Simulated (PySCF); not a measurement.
Nickel: a sound run and one with changed settings

Sound run: Ni [Ar] 3d8 4s2, Ni+ [Ar] 3d9. Computed with PySCF 2.14 in jorge-DZP-DKH (8s6p2d1f, 43 functions), with scalar relativity by spin-free X2C-1e. In the sound run the correlated levels freeze [Ar]. The sound run starts from symmetry-adapted Hartree-Fock orbitals and uses a fine grid where one is needed.

A second run was set up differently.

| species | method | sound run (hartree) | changed run (hartree) | converged |
| --- | --- | --- | --- | --- |
| Ni | MP2 | -1519.20097 | -1519.57911 | yes |
| Ni+ | MP2 | -1518.92135 | -1519.31291 | yes |

Ionisation energy of Ni:

```json
{"method": "UHF", "sound run (eV)": "8.666", "changed run (eV)": "8.666"}
{"method": "MP2", "sound run (eV)": "7.609", "changed run (eV)": "7.243"}
{"method": "SCS-MP2", "sound run (eV)": "7.816", "changed run (eV)": "7.561"}
```

(1) What was changed?
A. level shift left on
B. too few SCF iterations
C. all electrons correlated in a valence basis
D. minimal basis

Answers

(1) C. A valence basis has no tight correlating functions, so it recovers only part of the core correlation, and not evenly between atom and ion.
